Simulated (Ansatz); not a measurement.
Mulliken charges of CH3F2OV, SMILES `[CH3][V](=[O])([F])[F]` from r2SCAN/def2-TZVPP in Ansatz (PBE0-D4/def2-TZVP geometry).

```json
{"atom": "C1", "x (Å)": "-0.903", "y (Å)": "-0.082", "z (Å)": "0.477", "charge (e)": "-0.385"}
{"atom": "V2", "x (Å)": "0.853", "y (Å)": "0.058", "z (Å)": "-0.447", "charge (e)": "1.171"}
{"atom": "O3", "x (Å)": "1.734", "y (Å)": "-0.967", "z (Å)": "0.309", "charge (e)": "-0.424"}
{"atom": "F4", "x (Å)": "0.596", "y (Å)": "-0.421", "z (Å)": "-2.083", "charge (e)": "-0.344"}
{"atom": "F5", "x (Å)": "1.416", "y (Å)": "1.669", "z (Å)": "-0.207", "charge (e)": "-0.344"}
{"atom": "H6", "x (Å)": "-1.264", "y (Å)": "-1.108", "z (Å)": "0.382", "charge (e)": "0.110"}
{"atom": "H7", "x (Å)": "-0.762", "y (Å)": "0.172", "z (Å)": "1.529", "charge (e)": "0.110"}
{"atom": "H8", "x (Å)": "-1.578", "y (Å)": "0.623", "z (Å)": "-0.015", "charge (e)": "0.105"}
```

Question: By hand: the dipole of these point charges (1 e Å = 4.8032 D).

Answer: Σ q r = (-0.469, 0.043, 0.158) e Å, of length 0.497 e Å = 2.39 D.

Question: How does the dipole of the full density compare? (Estimate.)

Answer: The calculation gave: (-0.399, 0.049, 0.121) e Å, 2.02 D; the point charges give 1.18 times that, at 2° from its direction.

Point charges leave out the atoms' own dipoles, such as those of lone pairs, and Mulliken's split depends on the basis, so the two needn't agree.
